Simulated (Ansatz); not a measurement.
Input and output for `[OH][Zr]([F])([F])[Cl]`.

```yaml
crystal:
  periodic: [false, false, false]
  atoms:
    - {symbol: O, position_ang: [-0.916188, 0.247961, 1.075910]}
    - {symbol: Zr, position_ang: [0.299063, -0.174870, -0.309883]}
    - {symbol: F, position_ang: [1.948493, -0.722576, 0.449587]}
    - {symbol: F, position_ang: [-0.400750, -1.604343, -1.341513]}
    - {symbol: Cl, position_ang: [0.642179, 1.704155, -1.684986]}
    - {symbol: H, position_ang: [-1.530799, 0.485772, 1.764786]}
basis:
  gaussian: {orbitals: def2-SVPD}
hamiltonian: {xc: {name: B97M-V}}
output: {forces: true}
```

```sh
$ ansatz run in.yaml --threads 4 --pin off --events-out ev --progress --plain --max-ram 10444MiB
```

Output, abridged:

```
Functional definition: B97M-V
1173 factors; their error is unknown
mean field evaluation 1: about -21282.5158 eV, gradient 8.2e1 eV
mean field evaluation 2: about -21169.4119 eV, gradient 2.5e2 eV
mean field evaluation 4: about -21293.6476 eV, gradient 1.4e1 eV
mean field evaluation 8: about -21294.0929 eV, gradient 1.3e-1 eV
mean field evaluation 16: about -21294.0613 eV, gradient 5.9e-4 eV
mean field -21294.06130927 eV, -782.5423194825 hartree, gradient 3.7e-5 eV, S^2 0.000000; 0 other end points of the search recorded, 0 dependent functions left out
reference -21294.06138701 eV, -782.5423223395 hartree; 28, 28 occupied and 110, 110 virtual orbitals, 1173 factors
Total energy: -21294.06138701 eV, -782.5423223395 hartree
Atom 0 at    -0.916188     0.247961     1.075910 Å, force    -0.351339     0.119856     0.401742 eV/Å
Atom 1 at     0.299063    -0.174870    -0.309883 Å, force     0.013981     0.154105    -0.094158 eV/Å
Atom 2 at     1.948493    -0.722576     0.449587 Å, force     0.430364    -0.143581     0.202156 eV/Å
Atom 3 at    -0.400750    -1.604343    -1.341513 Å, force    -0.185842    -0.374880    -0.267661 eV/Å
Atom 4 at     0.642179     1.704155    -1.684986 Å, force     0.050957     0.263389    -0.196508 eV/Å
Atom 5 at    -1.530799     0.485772     1.764786 Å, force     0.041880    -0.018890    -0.045571 eV/Å
Dipole moment:    -0.366781     0.075341     0.443920 e Å
```

Hardware: 4 threads of an Arm Neoverse V1 on a shared host. Wall time 7.5 s, peak host memory 0.39 GiB.
